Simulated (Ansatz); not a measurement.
`C=CB(F)F` + CH₃SH → `CSB(F)F` + ethylene at 500 K and 1 bar (ligand exchange at a B–C bond).

Isolated molecules relaxed with PBE0-D4/def2-TZVP in Ansatz; ΔE leaves out vibrations. CCSD(T)/CBS is the MP2 limit (def2-TZVPP, def2-QZVPP) plus CCSD(T) − MP2 in def2-TZVPP, frozen cores. This one scheme is used for every species. One conformer a species, not always the lowest.

```json
{"species": "`C=CB(F)F`", "CCSD(T)/CBS energy (Eh)": "-302.40039", "H − E (kJ/mol)": "173.0", "S (J/(mol·K))": "353.1"}
{"species": "CH₃SH", "CCSD(T)/CBS energy (Eh)": "-438.22835", "H − E (kJ/mol)": "145.1", "S (J/(mol·K))": "283.7"}
{"species": "`CSB(F)F`", "CCSD(T)/CBS energy (Eh)": "-662.16308", "H − E (kJ/mol)": "167.4", "S (J/(mol·K))": "382.8"}
{"species": "`C=C`", "CCSD(T)/CBS energy (Eh)": "-78.48111", "H − E (kJ/mol)": "155.1", "S (J/(mol·K))": "245.3"}
```

H − E and S are ideal-gas, rigid-rotor, harmonic terms from PBE0-D4/def2-TZVP, for one conformer and one mirror image of each species. 1 Eh = 2625.50 kJ/mol, R = 8.31446 J/(mol·K).

Problem. By hand: ΔE, ΔH, ΔS and ΔG.

Solution. ΔE = (-662.16308) + (-78.48111) − (-302.40039) − (-438.22835) = -0.01545 Eh = -40.6 kJ/mol. Δ(H − E) = 167.4 + 155.1 − 173.0 − 145.1 = 4.4, so ΔH = -36.2 kJ/mol. ΔS = 382.8 + 245.3 − 353.1 − 283.7 = -8.7 J/(mol·K). ΔG = -36.2 − 500 × (-8.7)/1000 = -31.9 kJ/mol.

Problem. By hand: the equilibrium constant, and the temperature at which ΔG would vanish if ΔH and ΔS stayed fixed.

Solution. log₁₀ K = −ΔG/(RT ln 10) = 3.3. ΔG = 0 at ΔH/ΔS = 4161 K, far beyond where these terms or the molecules hold.

The number of gas molecules stays the same, so ΔS is small and ΔH decides. A doubt of 5 kJ/mol in ΔE shifts log₁₀ K by 0.5 here. Other conformers and mirror images would add mixing entropy, several J/(mol·K) or more a flexible species. These are equilibria of isolated gas molecules and say nothing of rates. Largest T1 diagnostic: 0.013 (customary marks: 0.02 for closed shells, 0.045 for open ones).
